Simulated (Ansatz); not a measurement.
Reaction: SiPH4 (SMILES [SiH3][PH], doublet) → SiPH4 (SMILES [SiH2]P, doublet)
Each species at its own B3LYP-D3(BJ)/def2-TZVP minimum (Ansatz, an electronic-structure program).

Quantity: isomerisation energy (electronic), in kcal/mol. Radicals and triplets start from unrestricted determinants; spin-orbit coupling is neglected. CBS(X,Y): correlation extrapolated as X^-3, Hartree-Fock from the larger set. A bracket is a step between two methods taken in the basis named. Functionals run without relativity, which enters their misses. 'core' is core correlation in cc-pwCVTZ (1s frozen past Ne), 'X2C' scalar relativity in cc-pVTZ-DK, both at CCSD(T).

CCSD(T)/CBS(cc-pV(T+d)Z,cc-pV(Q+d)Z) + [CCSDT(Q) - CCSD(T)]/cc-pV(T+d)Z + core + X2C (Ansatz) gives 7.1 kcal/mol.

Problem. What does PBE/def2-TZVPD (Ansatz) give here, and how do the other levels compare?

Solution. PBE gives 4.2 kcal/mol, 2.9 kcal/mol below it. Differences of the others: r2SCAN/def2-TZVPD (Ansatz) -1.4; wB97M-V/def2-TZVPD (Ansatz) 0.3; CCSD(T)/CBS(cc-pV(T+d)Z,cc-pV(Q+d)Z) + core + X2C (Ansatz) 0.1 kcal/mol. Nearer than PBE: r2SCAN/def2-TZVPD, wB97M-V/def2-TZVPD, CCSD(T)/CBS(cc-pV(T+d)Z,cc-pV(Q+d)Z) + core + X2C.
